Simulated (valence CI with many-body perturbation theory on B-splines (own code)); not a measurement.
## Sn36+: key properties

Calculated by valence CI with perturbative core correlation (CI+MBPT): four valence electrons over a frozen Dirac-Fock core [Ne], a basis of 11 s, 11 p, 10 d, 8 f, 5 g, 2 h functions for each j, with the one-electron correlation potential Σ1 (screened to all orders), the two-electron term Σ2, the three-electron term Σ3, Breit, model QED; selected single and double excitations, second order for the rest, scaled by the run's own slope (own B-spline code, finite nucleus).

No measured spectrum was set against this ion. As an estimate, large intervals hold to a few tenths of a per cent, small ones and those within an open d or f shell to about a per cent. Among the levels kept, up to 690 cm⁻¹ of a level comes from second order outside the variational space, and about a tenth of that is noise between levels of different J, which matters for small intervals.

Levels are named by their leading jj configuration (3d3/2^4 stands for four electrons in 3d with j = 3/2), which in mixed levels can hold well under half, so a name can repeat and another be missing.

Rates and lifetimes use the calculated energies. Strong lines usually hold to 10 to 20 %, long lifetimes can be off by a factor of two.

**Question.** What is the ground level?

**Answer.** (3s^2 3p1/2^2) J=0, composition 74 % 3s²3p² ³P + 25 % 3s²3p² ¹S.

**Question.** What is the ionisation energy?

**Answer.** 2440.8 eV; NIST lists 2443 ± 5 eV (semi-empirical).

**Question.** Among levels below 40.224 Ry, which E1 lines absorb most strongly from the ground level?

**Answer.** to (3s^2 3p1/2 3d3/2) J=1 at 6.041 nm, f = 0.569; to (3s 3p1/2^2 3p3/2) J=1 at 7.841 nm, f = 0.141; to (3s 3p1/2 3p3/2^2) J=1 at 5.749 nm, f = 0.100.

**Question.** Name the longest-lived excited levels whose lifetime is computed, and their main decay.

**Answer.** (3s^2 3p1/2 3p3/2) J=2 at 4.100 Ry lives 310 μs, mostly by E2 to (3s^2 3p1/2^2) J=0; (3s^2 3p3/2 3d5/2) J=4 at 18.624 Ry lives 1.32 μs, mostly by M1 to (3s^2 3p1/2 3d5/2) J=3; (3s^2 3p1/2 3p3/2) J=1 at 3.678 Ry lives 1.14 μs, mostly by M1 to (3s^2 3p1/2^2) J=0.

**Question.** Where does the other parity begin?

**Answer.** At (3s 3p1/2^2 3p3/2) J=2, 10.290 Ry.
